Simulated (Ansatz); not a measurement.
Species: SnICl, charge 0, singlet. SnICl (SMILES [Cl][Sn][I]).
B3LYP-D3(BJ)/def2-TZVP minimum from Ansatz (a program for electronic structure):
```
Sn
Cl 1 2.3912
I 1 2.7555 2 99.71
```
Charge 0, spin multiplicity 1.

Atomisation energy term by term, kcal/mol (programs: Ansatz). Open shells are spin-unrestricted; no spin-orbit coupling. Correlated methods leave the cores frozen (noble-gas shells, and filled d and f shells in the p block). Past Kr the def2 sets carry scalar-relativistic core potentials. CBS(X,Y): correlation extrapolated as X^-3, Hartree-Fock from the larger set. A bracket is a step between two methods taken in the basis named. Spin-orbit terms, left out, reach several kcal/mol for Br and I, and more for heavier atoms.

```csv
term,basis,kcal/mol
Hartree-Fock,def2-QZVPP,107.89
CCSD correlation,"CBS(def2-TZVPP,def2-QZVPP)",49.87
(T),"CBS(def2-TZVPP,def2-QZVPP)",6.74
CCSDT(Q) - CCSD(T),def2-TZVPP,0.27
sum: De,,164.8
```

The step beyond CCSD(T) by other levels: CCSDT(Q) in def2-SVP 0.61 kcal/mol.
